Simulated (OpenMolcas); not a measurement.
Cr3+: effect of the metal basis

Cr3+ with its 6 nearest fluoride ions at 2.014 Å, on the Y site of Cs2NaYF6 (a = 9.075 Å, distance in the model lattice 2.178 Å). The rest of the host is ab initio model potentials to 7.6 Å and point charges beyond; the distance is set by hand and nothing relaxes.

```
Program             : OpenMolcas 26.06
Method              : CASSCF
Spin-orbit coupling : state interaction with AMFI integrals over the reference wave functions
```

Fixed: ligand basis ANO-RCC-VDZP, active space 3 electrons in 5 orbitals (3d), DKH2 Hamiltonian.

States (labels of O, the rotations of Oh). Energies in cm-1 above the lowest state or level, χT in cm3 K/mol; 10Dq and B are least-squares fits to the states below 45000 cm-1, weighted by degeneracy, with a free offset, and given where the rms deviation is under 5 % of |10Dq| (or 100 cm-1) and under 700 cm-1.

```
Run   Metal basis  Ground state  First state of that spin   10Dq  B (rms of fit)  First gap with spin-orbit (degeneracies)  χT at 300 K  First state of another spin                     Cost
  A  ANO-RCC-VDZP           4A2                 4T2 11957  11817       1071 (68)                              11850 (4, 2)        1.819                     2E 19313  roughly 20 core-seconds
  B  ANO-RCC-VTZP           4A2                 4T2 11461  11353       1084 (55)                              11357 (4, 2)        1.819                     2E 19513  roughly 30 core-seconds
```

Against A, |10Dq| changes by -3.9 % in B.

Costs are those of the RASSCF and RASSI steps.

Without dynamic correlation the repulsion within the d shell is too large (B by tens of per cent), so at a given field states of lower spin stand too high. Ligand-to-metal charge-transfer states are missing. With no ligand orbital active B as a rule stays too high, so bands that hang on it stand too high and its fall with covalency is understated. With metal d orbitals alone and no dynamic correlation 10Dq can be off by a tenth to a fifth, either way, in oxide and fluoride hosts. No measured value stands beside these numbers; the geometry was set by hand and not optimised.
